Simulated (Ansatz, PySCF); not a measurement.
System: sum formula AlOCl (charge +1, doublet). 
Structure (B3LYP-D3(BJ)/def2-TZVP (Ansatz, a program for electronic structure) minimum search):
```xyz
3

Al     0.0000     0.0000    -0.5358
O      0.0000     0.0000    -2.2429
Cl     0.0000     0.0000     1.4652
```
Charge +1, spin multiplicity 2.

Total electronic energies in hartree. Cores are frozen in the correlated levels unless marked. Open shells are spin-unrestricted. Spin-orbit coupling is left out. Non-relativistic. Basis-set limits of correlation are two-point, X^-3; Hartree-Fock from the larger set. [CCSD(T)-MP2]/basis is that difference in the basis named.

| level | program | energy (Eh) |
|---|---|---|
| TPSS-D4/def2-TZVPD | PySCF + dftd4 | -777.64769 |
| PBE0/STO-3G | Ansatz | (withheld) |
| PBE0/def2-SVP | Ansatz | -776.90928 |
| TPSSh-D3(BJ)/def2-TZVPD | PySCF + dftd3 | -777.62631 |
| MP2/aug-cc-pV(D+d)Z | Ansatz | -776.38822 |
| CCSD/6-31G* | Ansatz | -776.32081 |
| CCSD/CBS(cc-pV(T+d)Z,cc-pV(Q+d)Z) | Ansatz | -776.6146 |
| RI-MP2/CBS(aug-cc-pV(T+d)Z,aug-cc-pV(Q+d)Z)+[CCSD(T)-MP2]/aug-cc-pV(D+d)Z | Ansatz | -776.6314 |
| CCSD(T)/CBS(cc-pV(T+d)Z,cc-pV(Q+d)Z) | Ansatz | -776.6367 |

Problem. Some entries are withheld; supply them.

Solution. 
- PBE0/STO-3G, energy (Eh): -768.35108
